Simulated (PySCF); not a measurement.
## DyCl3(H2O) at several levels of theory

Computed with PySCF 2.14.0 (density fitting, no spin-orbit coupling) at the geometry relaxed with PBE0:

```xyz
7
DyCl3(H2O) (singlet in the valence; each metal's 4f electrons, 9 of them, lie in its core potential, out of spins and levels)
Dy    0.0177   -0.0328    0.0250
Cl    1.1066    1.9169    1.1307
Cl   -1.6532   -1.3409    1.3123
Cl    1.1343   -1.1828   -1.8781
O    -1.3013    1.4216   -1.2896
H    -1.2743    2.3806   -1.1685
H    -1.6978    1.2435   -2.1524
```

```csv
level,basis,state,HOMO (eV),gap (eV),charge on Dy1 (e),population of f-type functions on Dy1 (polarisation alone where 4f lies in the core),dipole about the centre of mass (D),largest force component (eV/Å)
PBE0,"Dy lcecp-1-SVP with ECP55, Cl def2-SVP, O def2-SVP, H def2-SVP",singlet,-8.43,7.01,0.86,0.05,5.83,0.01
wB97X,the same,singlet,-10.80,11.21,0.86,0.05,5.91,0.06
PBE0,"Dy lcecp-1-TZVP with ECP55, Cl def2-TZVP, O def2-TZVP, H def2-TZVP",singlet,-8.57,6.95,1.38,0.06,5.75,0.22
```

In the lcecp rows the 4f levels are missing from HOMO and gap, and the state counts the valence alone.

Charges are Mulliken's, which hang on the basis. The relaxation used the grid (50, 194), these runs (75, 302) or, all-electron (x2c bases, spin-free X2C Hamiltonian), (99, 590).

Task: What does r2SCAN with Dy lcecp-1-SVP with ECP55, Cl def2-SVP, O def2-SVP, H def2-SVP give here?

Result: state singlet, HOMO (eV) -7.44, gap (eV) 5.73, charge on Dy1 (e) 0.86, population of f-type functions on Dy1 (polarisation alone where 4f lies in the core) 0.05, dipole about the centre of mass (D) 5.83, largest force component (eV/Å) 0.13. Time: 8.5 s on 2 threads of Arm Neoverse V1, with other jobs on the host, from an already converged density.

In the first row's basis the gap widens with exact exchange: 5.7 eV for r2SCAN (none); 7.0 eV for PBE0 (a fixed share); 11.2 eV for wB97X (rising or full at long range).

A frequency check found unstable modes (1, the lowest at -3 cm⁻¹), so the relaxed geometry is a saddle point, or these are noise. An lcecp potential fixes the number of 4f electrons, so in runs with it no electron can move into or out of that shell.
